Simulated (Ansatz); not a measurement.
Molecule: sum formula CrOBr3, net charge 0, doublet state. The spin state was set by rule; other spins were not relaxed. 
Coordinates optimised at B3LYP-D3(BJ)/def2-TZVP (Ansatz, a program for electronic structure):
```
Cr
O 1 1.5345
Br 1 2.2737 2 113.41
Br 1 2.2737 2 113.41 3 -131.85
Br 1 2.2938 2 105.73 4 -114.08
```
Charge 0, spin multiplicity 2.

Total electronic energies in hartree. Valence correlation only, unless marked. UHF or UKS for open shells. No spin-orbit coupling. The frozen core is the preceding noble-gas configuration, with the filled d and f shells of earlier blocks. No relativistic terms.  The program attaches cautions to a run behind CCSD(T)/def2-TZVPP: large difference.

The UHF reference is spin-contaminated (<S^2> 0.85 over the pure value in the largest basis). The T1 diagnostic of CCSD in the largest basis is 0.108, which is high, so the coupled-cluster rows are less sure than usual.

```tsv
level	program	energy (Eh)
PBE/def2-TZVPD	Ansatz	-8840.93177
PBE-D3(BJ)/def2-TZVPD	Ansatz + dftd3	-8840.94037
B3LYP-D3(BJ)/def2-TZVPD	Ansatz + dftd3	-8842.45633
PBE0-D3(BJ)/def2-TZVPD	Ansatz + dftd3	-8841.14464
r2SCAN0/def2-TZVPD	Ansatz	___
B2GP-PLYP-D3(BJ)/def2-TZVPD	Ansatz + dftd3	-8840.18811
B2GP-PLYP-D4/def2-TZVPD	Ansatz + dftd4	-8840.17854
CCSD(T)/def2-TZVPP	Ansatz	-8836.53670
```

**Question.** Fill in the missing entries.

**Answer.** 
- r2SCAN0/def2-TZVPD, energy (Eh): -8842.15759
